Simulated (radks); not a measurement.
The numbers below are computed, except where a source is named.
Coulomb parameter of the 4f shell of the terbium ion Tb2+ in the model configuration [Xe] 4f7 5d2, as a second difference U = [E(n + 0.5) + E(n - 0.5) - 2 E(n)] / (0.5)^2 with all orbitals relaxed. "Bare": the charge of the atom changes with n. "Screened": the 5d shell takes up the change at fixed total charge, which measures U(4f,4f) + U(5d,5d) - 2 U(4f,5d). Code: a radial shooting solver on a logarithmic mesh with Libxc functionals. Model: scalar-relativistic Kohn-Sham, PBE, spin-unpolarised, spherical densities, finite nucleus; Fermi nuclear charge, rms radius 5.06 fm. Estimate both.

Answer. U(bare) = 18.118 eV, U(screened by 5d) = 5.736 eV, against the Slater integral F0(4f,4f) = 31.871 eV with frozen orbitals.
